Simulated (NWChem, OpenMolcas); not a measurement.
# Exact exchange and the HOMO–LUMO gap of WO3 (tungsten trioxide)

WO3: 4 atoms, total charge 0, spin state singlet. SMILES: `[O]=[W](=[O])=[O]`. The coordinates come from a PBE0-D4/def2-TZVP relaxation.

The HOMO–LUMO gap y, in eV, basis def2-SVPD with a core potential; a is the functional's share of exact exchange. Programs: NWChem 7.3.0, OpenMolcas 26.06.

```
functional     program     a  y (eV)
       PBE  OpenMolcas     0    1.93
    r2SCAN  OpenMolcas     0    2.45
     B3LYP      NWChem   0.2       ?
      PBE0  OpenMolcas  0.25    4.18
     BHLYP      NWChem   0.5    6.27
```

Q: Fit y = c + s·a to the known rows and predict B3LYP.

A: 
1. Means of the 4 rows: a = 0.1875, y = 3.708.
2. Σ(Δa)² = 0.17188, Σ(Δa·Δy) = 1.3994, so the slope is 1.3994/0.17188 = 8.1417.
3. Intercept: 3.708 − (8.1417) × 0.1875 = 2.181. The largest residual of the fit is 0.27.
4. B3LYP: 2.181 + (8.1417) × 0.2 = 3.81 eV.

The run gave 3.58 eV, so the prediction is off by +0.23 eV, within the scatter of the fit. Exact exchange lowers occupied levels and raises empty ones. The rows mix families of semi-local functionals, which the line can't see.
